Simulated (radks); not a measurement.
Task: These are the eigenvalues of the occupied orbitals of an atom or ion with whole-number occupations (eV). Method: Dirac Kohn-Sham, BLYP, spin-unpolarised, spherical densities, point nucleus; computed with a radial shooting solver on a logarithmic mesh with Libxc functionals.

1s1/2: -4423.837
2s1/2: -500.0934
2p1/2: -417.2807
2p3/2: -412.6347
3s1/2: -79.1585
3p1/2: -57.8127
3p3/2: -57.2694
4d3/2: -9.0336
4d5/2: -9.0273

Which element is it, and in what charge state? The configuration may be excited. Open shells, if any, are shared by 2j + 1.

Result: Z = 21, scandium, charge +2: Sc2+ in [Ar] 4d1. The list shows which subshells hold electrons but not how many an open one holds; the 1s level, -162.57 hartree, gives Z - s = 18.0 by -(Z - s)^2/2, which with screening and relativity narrows Z to a few neighbours, and the depths of the outer levels then fix element, charge and occupations together.
